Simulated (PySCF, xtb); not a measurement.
CH8N2OSi, SMILES CN[Si@@H](N)O.

GFN2-xTB (xtb) at its own geometry gives an orbital gap of 6.42 eV and a dipole moment of 1.37 D.

Geometry optimised at B3LYP-D3(BJ)/def2-SVP. The structure was generated by enumeration; whether it is a known compound was not checked. One conformer was computed; it need not be the lowest.

Task: What does CAM-B3LYP/def2-TZVP run with PySCF give? (An estimate is asked for; the answer gives what the named calculation found.)

Result: gap 10.02 eV (levels -8.17 and 1.85 eV), dipole 0.97 D.
